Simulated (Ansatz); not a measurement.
Harmonic vibrations of `O[SiH2]C#C[SiH2]F` by finite differences.

```yaml
crystal:
  periodic: [false, false, false]
  atoms:
    - {symbol: O, position_ang: [-0.407200, -3.054829, 0.137251]}
    - {symbol: Si, position_ang: [0.659288, -2.024935, -0.562555]}
    - {symbol: C, position_ang: [0.284328, -0.281829, -0.130904]}
    - {symbol: C, position_ang: [0.020680, 0.873480, 0.137509]}
    - {symbol: Si, position_ang: [-0.341928, 2.599076, 0.583184]}
    - {symbol: F, position_ang: [-1.298743, 3.236439, -0.523483]}
    - {symbol: H, position_ang: [-1.340407, -2.932099, -0.042247]}
    - {symbol: H, position_ang: [0.633096, -2.108650, -2.043921]}
    - {symbol: H, position_ang: [1.990102, -2.381506, -0.030541]}
    - {symbol: H, position_ang: [0.914237, 3.378120, 0.614930]}
    - {symbol: H, position_ang: [-1.048152, 2.639732, 1.881580]}
basis:
  gaussian: {orbitals: def2-TZVP}
hamiltonian: {xc: pbe0, dispersion: d4}
phonons: {temperatures: {t_min: 298.15, t_max: 900, t_step: 200}}
```

```sh
$ ansatz run in.yaml --threads 4 --pin off --events-out ev --progress --plain --max-ram 10444MiB
```

It prints (some lines left out):

```
Functional definition: PBE0
mean field -22665.45918015 eV, -832.9402616704 hartree, gradient 6.4e-5 eV, S^2 0.000000; 0 other end points of the search recorded, 0 dependent functions left out
mean field -22665.45896467 eV, -832.9402537518 hartree, gradient 1.9e-6 eV, S^2 0.000000; 0 other end points of the search recorded, 0 dependent functions left out
mean field -22665.45897990 eV, -832.9402543116 hartree, gradient 1.9e-6 eV, S^2 0.000000; 0 other end points of the search recorded, 0 dependent functions left out
mean field -22665.45911035 eV, -832.9402591055 hartree, gradient 1.7e-6 eV, S^2 0.000000; 0 other end points of the search recorded, 0 dependent functions left out
mean field -22665.45915629 eV, -832.9402607936 hartree, gradient 1.5e-6 eV, S^2 0.000000; 0 other end points of the search recorded, 0 dependent functions left out
mean field -22665.45915164 eV, -832.9402606229 hartree, gradient 2.6e-6 eV, S^2 0.000000; 0 other end points of the search recorded, 0 dependent functions left out
mean field -22665.45914828 eV, -832.9402604991 hartree, gradient 1.5e-6 eV, S^2 0.000000; 0 other end points of the search recorded, 0 dependent functions left out
mean field -22665.45907560 eV, -832.9402578283 hartree, gradient 1.9e-6 eV, S^2 0.000000; 0 other end points of the search recorded, 0 dependent functions left out
mean field -22665.45904366 eV, -832.9402566544 hartree, gradient 1.8e-6 eV, S^2 0.000000; 0 other end points of the search recorded, 0 dependent functions left out
mean field -22665.45903372 eV, -832.9402562893 hartree, gradient 1.9e-6 eV, S^2 0.000000; 0 other end points of the search recorded, 0 dependent functions left out
mean field -22665.45910747 eV, -832.9402589996 hartree, gradient 2.1e-6 eV, S^2 0.000000; 0 other end points of the search recorded, 0 dependent functions left out
mean field -22665.45905904 eV, -832.9402572197 hartree, gradient 1.2e-6 eV, S^2 0.000000; 0 other end points of the search recorded, 0 dependent functions left out
mean field -22665.45909018 eV, -832.9402583642 hartree, gradient 1.9e-6 eV, S^2 0.000000; 0 other end points of the search recorded, 0 dependent functions left out
mean field -22665.45915555 eV, -832.9402607665 hartree, gradient 1.9e-6 eV, S^2 0.000000; 0 other end points of the search recorded, 0 dependent functions left out
mean field -22665.45914182 eV, -832.9402602620 hartree, gradient 1.9e-6 eV, S^2 0.000000; 0 other end points of the search recorded, 0 dependent functions left out
mean field -22665.45882881 eV, -832.9402487592 hartree, gradient 1.9e-6 eV, S^2 0.000000; 0 other end points of the search recorded, 0 dependent functions left out
mean field -22665.45884908 eV, -832.9402495040 hartree, gradient 1.9e-6 eV, S^2 0.000000; 0 other end points of the search recorded, 0 dependent functions left out
mean field -22665.45914315 eV, -832.9402603107 hartree, gradient 1.9e-6 eV, S^2 0.000000; 0 other end points of the search recorded, 0 dependent functions left out
mean field -22665.45914940 eV, -832.9402605403 hartree, gradient 1.9e-6 eV, S^2 0.000000; 0 other end points of the search recorded, 0 dependent functions left out
mean field -22665.45914844 eV, -832.9402605052 hartree, gradient 1.9e-6 eV, S^2 0.000000; 0 other end points of the search recorded, 0 dependent functions left out
mean field -22665.45914790 eV, -832.9402604854 hartree, gradient 1.9e-6 eV, S^2 0.000000; 0 other end points of the search recorded, 0 dependent functions left out
mean field -22665.45885462 eV, -832.9402497075 hartree, gradient 1.9e-6 eV, S^2 0.000000; 0 other end points of the search recorded, 0 dependent functions left out
mean field -22665.45881644 eV, -832.9402483044 hartree, gradient 1.9e-6 eV, S^2 0.000000; 0 other end points of the search recorded, 0 dependent functions left out
mean field -22665.45915054 eV, -832.9402605822 hartree, gradient 1.9e-6 eV, S^2 0.000000; 0 other end points of the search recorded, 0 dependent functions left out
mean field -22665.45914319 eV, -832.9402603122 hartree, gradient 1.9e-6 eV, S^2 0.000000; 0 other end points of the search recorded, 0 dependent functions left out
mean field -22665.45905565 eV, -832.9402570952 hartree, gradient 1.9e-6 eV, S^2 0.000000; 0 other end points of the search recorded, 0 dependent functions left out
mean field -22665.45907328 eV, -832.9402577433 hartree, gradient 1.3e-6 eV, S^2 0.000000; 0 other end points of the search recorded, 0 dependent functions left out
mean field -22665.45911926 eV, -832.9402594329 hartree, gradient 1.6e-6 eV, S^2 0.000000; 0 other end points of the search recorded, 0 dependent functions left out
mean field -22665.45902227 eV, -832.9402558686 hartree, gradient 1.9e-6 eV, S^2 0.000000; 0 other end points of the search recorded, 0 dependent functions left out
mean field -22665.45907444 eV, -832.9402577858 hartree, gradient 1.9e-6 eV, S^2 0.000000; 0 other end points of the search recorded, 0 dependent functions left out
mean field -22665.45904910 eV, -832.9402568545 hartree, gradient 1.5e-6 eV, S^2 0.000000; 0 other end points of the search recorded, 0 dependent functions left out
mean field -22665.45913796 eV, -832.9402601201 hartree, gradient 6.3e-7 eV, S^2 0.000000; 0 other end points of the search recorded, 0 dependent functions left out
mean field -22665.45913617 eV, -832.9402600544 hartree, gradient 2.5e-6 eV, S^2 0.000000; 0 other end points of the search recorded, 0 dependent functions left out
mean field -22665.45916625 eV, -832.9402611595 hartree, gradient 1.4e-6 eV, S^2 0.000000; 0 other end points of the search recorded, 0 dependent functions left out
mean field -22665.45914720 eV, -832.9402604597 hartree, gradient 6.4e-7 eV, S^2 0.000000; 0 other end points of the search recorded, 0 dependent functions left out
mean field -22665.45913180 eV, -832.9402598935 hartree, gradient 7.1e-7 eV, S^2 0.000000; 0 other end points of the search recorded, 0 dependent functions left out
mean field -22665.45911789 eV, -832.9402593825 hartree, gradient 8.4e-7 eV, S^2 0.000000; 0 other end points of the search recorded, 0 dependent functions left out
mean field -22665.45901996 eV, -832.9402557835 hartree, gradient 1.9e-6 eV, S^2 0.000000; 0 other end points of the search recorded, 0 dependent functions left out
mean field -22665.45901747 eV, -832.9402556922 hartree, gradient 1.3e-6 eV, S^2 0.000000; 0 other end points of the search recorded, 0 dependent functions left out
mean field -22665.45916936 eV, -832.9402612738 hartree, gradient 2.0e-6 eV, S^2 0.000000; 0 other end points of the search recorded, 0 dependent functions left out
mean field -22665.45917780 eV, -832.9402615841 hartree, gradient 1.8e-6 eV, S^2 0.000000; 0 other end points of the search recorded, 0 dependent functions left out
mean field -22665.45917293 eV, -832.9402614051 hartree, gradient 1.6e-6 eV, S^2 0.000000; 0 other end points of the search recorded, 0 dependent functions left out
mean field -22665.45917178 eV, -832.9402613628 hartree, gradient 2.1e-6 eV, S^2 0.000000; 0 other end points of the search recorded, 0 dependent functions left out
mean field -22665.45917460 eV, -832.9402614667 hartree, gradient 2.1e-6 eV, S^2 0.000000; 0 other end points of the search recorded, 0 dependent functions left out
mean field -22665.45917231 eV, -832.9402613825 hartree, gradient 2.6e-6 eV, S^2 0.000000; 0 other end points of the search recorded, 0 dependent functions left out
mean field -22665.45916834 eV, -832.9402612364 hartree, gradient 2.6e-6 eV, S^2 0.000000; 0 other end points of the search recorded, 0 dependent functions left out
mean field -22665.45917710 eV, -832.9402615584 hartree, gradient 2.1e-6 eV, S^2 0.000000; 0 other end points of the search recorded, 0 dependent functions left out
mean field -22665.45912724 eV, -832.9402597261 hartree, gradient 9.3e-7 eV, S^2 0.000000; 0 other end points of the search recorded, 0 dependent functions left out
mean field -22665.45912144 eV, -832.9402595129 hartree, gradient 1.6e-6 eV, S^2 0.000000; 0 other end points of the search recorded, 0 dependent functions left out
mean field -22665.45912868 eV, -832.9402597790 hartree, gradient 1.3e-6 eV, S^2 0.000000; 0 other end points of the search recorded, 0 dependent functions left out
mean field -22665.45913455 eV, -832.9402599947 hartree, gradient 2.6e-6 eV, S^2 0.000000; 0 other end points of the search recorded, 0 dependent functions left out
mean field -22665.45916642 eV, -832.9402611659 hartree, gradient 2.6e-6 eV, S^2 0.000000; 0 other end points of the search recorded, 0 dependent functions left out
mean field -22665.45917387 eV, -832.9402614396 hartree, gradient 2.4e-6 eV, S^2 0.000000; 0 other end points of the search recorded, 0 dependent functions left out
mean field -22665.45916458 eV, -832.9402610983 hartree, gradient 2.5e-6 eV, S^2 0.000000; 0 other end points of the search recorded, 0 dependent functions left out
mean field -22665.45916876 eV, -832.9402612521 hartree, gradient 2.2e-6 eV, S^2 0.000000; 0 other end points of the search recorded, 0 dependent functions left out
mean field -22665.45912506 eV, -832.9402596460 hartree, gradient 2.9e-6 eV, S^2 0.000000; 0 other end points of the search recorded, 0 dependent functions left out
mean field -22665.45914804 eV, -832.9402604904 hartree, gradient 2.4e-6 eV, S^2 0.000000; 0 other end points of the search recorded, 0 dependent functions left out
mean field -22665.45915859 eV, -832.9402608783 hartree, gradient 1.0e-6 eV, S^2 0.000000; 0 other end points of the search recorded, 0 dependent functions left out
mean field -22665.45915957 eV, -832.9402609140 hartree, gradient 1.0e-6 eV, S^2 0.000000; 0 other end points of the search recorded, 0 dependent functions left out
mean field -22665.45917449 eV, -832.9402614624 hartree, gradient 2.1e-6 eV, S^2 0.000000; 0 other end points of the search recorded, 0 dependent functions left out
mean field -22665.45917197 eV, -832.9402613699 hartree, gradient 2.7e-6 eV, S^2 0.000000; 0 other end points of the search recorded, 0 dependent functions left out
mean field -22665.45916600 eV, -832.9402611505 hartree, gradient 2.3e-6 eV, S^2 0.000000; 0 other end points of the search recorded, 0 dependent functions left out
mean field -22665.45915706 eV, -832.9402608219 hartree, gradient 2.0e-6 eV, S^2 0.000000; 0 other end points of the search recorded, 0 dependent functions left out
mean field -22665.45917893 eV, -832.9402616255 hartree, gradient 2.3e-6 eV, S^2 0.000000; 0 other end points of the search recorded, 0 dependent functions left out
mean field -22665.45916755 eV, -832.9402612074 hartree, gradient 2.7e-6 eV, S^2 0.000000; 0 other end points of the search recorded, 0 dependent functions left out
mean field -22665.45912518 eV, -832.9402596504 hartree, gradient 1.4e-6 eV, S^2 0.000000; 0 other end points of the search recorded, 0 dependent functions left out
mean field -22665.45914303 eV, -832.9402603063 hartree, gradient 2.4e-6 eV, S^2 0.000000; 0 other end points of the search recorded, 0 dependent functions left out
Total energy: -22665.65905932 eV, -832.9476070946 hartree
Atom 0 at    -0.407200    -3.054829     0.137251 Å, force     0.000143     0.001341    -0.001059 eV/Å
Atom 1 at     0.659288    -2.024935    -0.562555 Å, force    -0.000537    -0.001345     0.000480 eV/Å
Atom 2 at     0.284328    -0.281829    -0.130904 Å, force     0.000029    -0.000081    -0.000071 eV/Å
Atom 3 at     0.020680     0.873480     0.137509 Å, force     0.000129    -0.000421    -0.000051 eV/Å
Atom 4 at    -0.341928     2.599076     0.583184 Å, force    -0.003430     0.002897    -0.003745 eV/Å
Atom 5 at    -1.298743     3.236439    -0.523483 Å, force     0.003813    -0.002334     0.004631 eV/Å
Atom 6 at    -1.340407    -2.932099    -0.042247 Å, force     0.000994    -0.000132     0.000215 eV/Å
Atom 7 at     0.633096    -2.108650    -2.043921 Å, force    -0.000131     0.000110     0.000507 eV/Å
Atom 8 at     1.990102    -2.381506    -0.030541 Å, force    -0.000483     0.000160    -0.000059 eV/Å
Atom 9 at     0.914237     3.378120     0.614930 Å, force    -0.001450    -0.000567     0.000321 eV/Å
Atom 10 at    -1.048152     2.639732     1.881580 Å, force     0.000923     0.000373    -0.001168 eV/Å
Dipole moment:    -0.054511    -0.073559     0.050224 e Å
Vibrations: 16.19 70.89 75.75 181.60 210.40 252.48 348.98 396.80 458.75 633.87 664.70 732.97 741.95 804.30 835.92 874.44 894.86 918.59 934.37 959.15 961.06 2234.06 2238.88 2266.24 2268.97 2276.32 3923.89 cm⁻¹, zero-point energy 1.684722 eV
```

Run time 3.2 min (4 threads of an Arm Neoverse V1 on a shared host); peak host memory 0.65 GiB.
